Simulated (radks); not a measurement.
S2-, 18 electrons, occupied as [Ar].

Method: non-relativistic Kohn-Sham, LDA (Slater exchange, Perdew-Wang correlation), spin-polarised, spherical densities, point nucleus; Watson sphere of charge +2 and radius 4.12 bohr; computed with a radial shooting solver on a logarithmic mesh with Libxc functionals.

Energy parts (eV; the electron-nucleus part includes the sphere):
part                      energy
total                 -11029.757
kinetic                10777.506
electron-nucleus      -26237.640
Hartree                 5100.610
exchange-correlation    -670.234

Orbitals (lengths in bohr, moments of r in powers of bohr; <r^-3> diverges for s and p1/2; r(90%) holds 90 % of the orbital's charge):
| orbital | occ. | eigenvalue (eV) | <r^-3> | <r> | <1/r> | r(90%) |
|---|---|---|---|---|---|---|
| 1s | 2 | -2384.248 | - | 0.09757 | 15.51 | 0.174 |
| 2s | 2 | -204.9664 | - | 0.4832 | 3.034 | 0.758 |
| 2p | 6 | -151.9279 | 80.24 | 0.4442 | 2.949 | 0.741 |
| 3s | 2 | -13.6452 | - | 1.790 | 0.7790 | 2.79 |
| 3p | 6 | -4.5511 | 3.973 | 2.527 | 0.5628 | 4.27 |

The highest occupied level is 3p at -4.551 eV. The density falls to 0.001 e/bohr^3 at r = 4.98 bohr.
